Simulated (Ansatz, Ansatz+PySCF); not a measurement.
| atom | x (Å) | y (Å) | z (Å) |
| --- | --- | --- | --- |
| C | -1.2173 | -0.2240 | -1.0298 |
| C | -1.2543 | 0.9645 | -0.2959 |
| C | -0.3458 | 1.4274 | 0.6597 |
| C | 0.8222 | 0.8130 | 1.1200 |
| C | 1.3713 | -0.4118 | 0.7366 |
| C | 0.8889 | -1.3275 | -0.2018 |
| C | -0.2650 | -1.2434 | -0.9872 |
| H | -2.0454 | -0.3754 | -1.7303 |
| H | -2.1070 | 1.6224 | -0.4967 |
| H | -0.5810 | 2.3962 | 1.1096 |
| H | 1.3823 | 1.3675 | 1.8804 |
| H | 2.3044 | -0.6924 | 1.2367 |
| H | 1.4908 | -2.2300 | -0.3395 |
| H | -0.4436 | -2.0900 | -1.6594 |

Basis set: def2-SVP (spherical functions). Charge 0, multiplicity 2.

Computed with Ansatz (development build ahead of 0.2.0); each method stands on the lowest determinant of its kind that the runs found.

Question: Give the atomization energy at this shape (free ground-state atoms in the same class of orbitals less the molecule, no zero-point energy) of doublet C7H7 by PBE0 (unrestricted), UHF.

Answer:

| method | atomization energy |
| --- | --- |
| PBE0 (unrestricted) | 68.96 eV |
| UHF | 51.27 eV |

Caution: the determinant breaks the point group. Caution for UHF: the unrestricted determinant is spin contaminated.
